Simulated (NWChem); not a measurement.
System: SbH2Cl; SMILES [Cl][SbH2]

```xyz
4

Sb     0.0198     0.5531     0.0000
H     -1.1917     0.6797     1.2165
H     -1.1917     0.6797    -1.2165
Cl     0.0532    -1.8308     0.0000
```
Atoms are numbered in this order, from 1.

Level: PBE0/def2-SVP with def2 effective core potentials on Sb (NWChem), optimised geometry, unscaled harmonic frequencies. def2 effective core potentials on Sb; no spin-orbit coupling.

| frequency (cm⁻¹) | IR intensity (km/mol) |
|---|---|
| 368 | 37.2 |
| 613 | 0.7 |
| 639 | 35.8 |
| 851 | 35.7 |
| 1941 | 167.8 |
| 1948 | 184.3 |

```json
{
  "zero_point_energy": "9.1 kcal/mol",
  "thermal correction to the enthalpy at 298.15 K (with zero-point energy)": "11.9 kcal/mol",
  "heat capacity Cv": "10.0 cal/(mol K)",
  "entropy at 298.15 K and 1 atm (symmetry number 1)": "66.5 cal/(mol K)"
}
```

Rigid rotor and harmonic oscillator.
